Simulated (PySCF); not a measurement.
AsGaH6.
Z-matrix (Å and degrees, PBE0-D3(BJ)/def2-SVP geometry), rows numbered from 1:
```
Ga
As  1  2.6614
H   1  1.5766  2   96.31
H   1  1.5767  2   95.98  3  -120.06
H   1  1.5767  2   96.24  3   120.07
H   2  1.5118  1  120.35  3  -120.39
H   2  1.5119  1  119.83  3   119.93
H   2  1.5119  1  120.55  3     0.14
```

Computed with EOM-IP-CCSD/aug-cc-pVDZ in PySCF, restricted Hartree–Fock reference, 18 core orbitals frozen, non-relativistic, gas phase, PBE0-D3(BJ)/def2-SVP geometry.

Hartree–Fock orbital energies give these Koopmans values (eV): HOMO/HOMO-1 10.91, HOMO-2 11.28, HOMO-3/HOMO-4 14.77, HOMO-5 16.14.

Task: What vertical ionisation energies does EOM-IP-CCSD give?

Result: 
```json
{"leading hole (HF orbital)": "HOMO/HOMO-1", "Koopmans (eV)": "10.91", "EOM-IP-CCSD (eV)": "10.31", "change (eV)": "-0.60", "one-hole share": "0.94"}
{"leading hole (HF orbital)": "HOMO-2", "Koopmans (eV)": "11.28", "EOM-IP-CCSD (eV)": "10.84", "change (eV)": "-0.44", "one-hole share": "0.95"}
{"leading hole (HF orbital)": "HOMO-3/HOMO-4", "Koopmans (eV)": "14.77", "EOM-IP-CCSD (eV)": "14.11", "change (eV)": "-0.66", "one-hole share": "0.94"}
{"leading hole (HF orbital)": "HOMO-5", "Koopmans (eV)": "16.14", "EOM-IP-CCSD (eV)": "14.95", "change (eV)": "-1.19", "one-hole share": "0.87"}
```

Task: Does the order of the lines follow the orbital energies?

Result: Yes, no two lines change places. The corrections run from -1.19 to -0.44 eV, with a mean of -0.72 eV over the 4 lines; no line lies above its Koopmans value.

Task: At what kinetic energies would He II light (40.81 eV) eject these electrons?

Result: 30.50 eV (HOMO/HOMO-1), 29.97 eV (HOMO-2), 26.70 eV (HOMO-3/HOMO-4), 25.86 eV (HOMO-5).

Task: What total energy has the lowest final state, and which wavelength reaches it?

Result: E(CCSD) + ionisation energy = -4161.15412 + 0.37876 = -4160.77536 Eh, at the geometry of the initial state. The threshold wavelength is 1239.84 eV nm/10.31 eV = 120.3 nm.

One root was sought for each valence orbital with −ε under 21 eV, eight at most, so deeper holes and satellites are missing; no vibrational structure.
